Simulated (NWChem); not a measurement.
C3H6OSi; SMILES C1OC(=C1)[SiH3]

```xyz
11

Si     0.0251    -1.8105     0.0000
C     -0.1177     0.0576     0.0000
C     -1.0629     1.0189     0.0000
C      0.0534     2.0312     0.0000
O      1.0043     0.9094     0.0000
H      0.7552    -2.2759    -1.2082
H      0.7552    -2.2759     1.2082
H     -1.3529    -2.3670     0.0000
H     -2.1419     1.0565     0.0000
H      0.1810     2.6436    -0.8987
H      0.1810     2.6436     0.8987
```
Atoms are numbered in this order, from 1.

All runs use the structure optimised with B3LYP/6-31G* (spherical d).

Symmetry labels are those of Cs in the frame above (b1 and b2, or b-type labels, depend on it).

List the 4 lowest vertical singlet excitations from B3LYP/def2-SVP, TDA (NWChem).


```tsv
state	energy (eV)	oscillator strength	symmetry	leading excitation (squared amplitude)
S1	6.09	0.176	a'	HOMO → LUMO (0.88)
S2	6.22	0.000	a"	HOMO → LUMO+1 (0.95)
S3	6.60	0.000	a"	HOMO → LUMO+2 (0.96)
S4	7.26	0.000	a"	HOMO−2 → LUMO (0.97)
```
